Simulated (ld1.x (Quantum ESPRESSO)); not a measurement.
**Ranking RRKJ potentials for holmium**

All share these settings but for the change named:

```
Element                 : Ho
Generator               : ld1.x (Quantum ESPRESSO) 7.5
Type                    : norm-conserving RRKJ (Kleinman–Bylander form)
Functional              : PBEsol
Relativity              : scalar-relativistic
Frozen core             : [Kr] 4d10
Valence charge          : 21
Reference configuration : 4f11 5s2 5p6 5d0 6s1.5 6p0 (charge +0.5)
Partial waves           : 5s (bound): rc 2.10 bohr; 5d (bound, empty): rc 3.10 bohr; 4f (bound): rc 0.90 bohr; 5p (bound): rc 1.45 bohr
Local potential         : the p channel
Core correction         : none
rho0                    : 0.02
```

Occupied shells without a wave of their own: 6s. They enter only through the test configuration that unscreens the potential.

Cutoff: the first of the cutoffs (Ry, on a coarse ladder) from which the occupation-weighted sum of valence levels, in a spherical-Bessel basis at the reference potential, stays within 10 and 1 mRy of its value at 400 Ry; the density cutoff is not measured.

Of 8 variants that were run, those that failed, showed a ghost or another fault, or gave nearly equal values are left out.

Q: Rank these variants from softest to hardest (loose cutoff).
A. wave 4f (bound): rc 0.90 bohr becomes 4f (bound): rc 0.94 bohr
B. wave 4f (bound): rc 0.90 bohr becomes 4f (bound): rc 1.34 bohr
C. wave 4f (bound): rc 0.90 bohr becomes 4f (bound): rc 1.04 bohr
D. wave 4f (bound): rc 0.90 bohr becomes 4f (bound): rc 1.26 bohr
E. wave 4f (bound): rc 0.90 bohr becomes 4f (bound): rc 1.16 bohr

A: B (160 Ry), D (200 Ry), E (230 Ry), C (260 Ry), A (300 Ry).
